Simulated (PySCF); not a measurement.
Al(H)(F)(OH), SMILES [OH][AlH][F] (H2AlFO) (B3LYP/def2-SVP optimised geometry):

```
5

Al    -0.409    -0.503     0.000
H     -1.197    -1.852    -0.001
F      1.257    -0.503     0.000
O     -1.257     0.961     0.000
H     -0.895     1.852     0.005
```

Computed with PySCF 2.14.0 with B3LYP/def2-TZVP.

### Question
What are the frontier orbital energies and the dipole moment?

### Answer
HOMO-2 -9.72 eV, HOMO-1 -9.46 eV, HOMO -9.29 eV, LUMO -0.73 eV, LUMO+1 -0.62 eV; dipole moment 0.90 D.

On the same geometry PBE/def2-TZVP (PySCF) gives HOMO-2 -8.42 eV, HOMO-1 -8.05 eV, HOMO -7.87 eV, LUMO -1.24 eV, LUMO+1 -1.14 eV; dipole moment 0.93 D.

Meta-Löwdin charges at B3LYP/def2-TZVP: Al1 1.12, H2 -0.15, F3 -0.54, O4 -0.77, H5 0.35.
